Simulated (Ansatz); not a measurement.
Reaction (ligand exchange at the Si–O bond): `N[SiH](O)O` + `N[SiH2]S` → `N[SiH2]S[SiH](N)O` + H₂O

Isolated molecules relaxed with PBE0-D4/def2-TZVP in Ansatz; ΔE leaves out vibrations. CCSD(T)/CBS is the MP2 limit (def2-TZVPP, def2-QZVPP) plus CCSD(T) − MP2 in def2-TZVPP, frozen cores. This one scheme is used for every species. Each species was taken in one conformer, which may not be the lowest.

```
            species  CCSD(T)/CBS(def2) energy (Eh)
       `N[SiH](O)O`                     -497.28304
         `N[SiH2]S`                     -744.61970
`N[SiH2]S[SiH](N)O`                    -1165.51478
                H₂O                      -76.37941
```

(1) Work out ΔE.

Largest T1 diagnostic among the species: 0.012.

Answers

(1) ΔE = (-1165.51478) + (-76.37941) − (-497.28304) − (-744.61970) = 0.00855 Eh = +0.23 eV.

From PBE to PBE0 (25 % exact exchange), in def2-TZVPP and without D4, ΔE moves by +0.04 eV. The D4 term adds −0.18 eV with B3LYP and −0.10 eV with PBE0; it sums over pairs of atoms, weighted by their polarisabilities, and B3LYP, whose exchange is more repulsive, gets the larger term. In def2-TZVPP, CCSD(T) changes the Hartree–Fock value by −0.35 eV (the triples alone add −0.07 eV) and MP2 by −0.42 eV.

B3LYP here is the variant with VWN-RPA as its local correlation; programs differ in this.
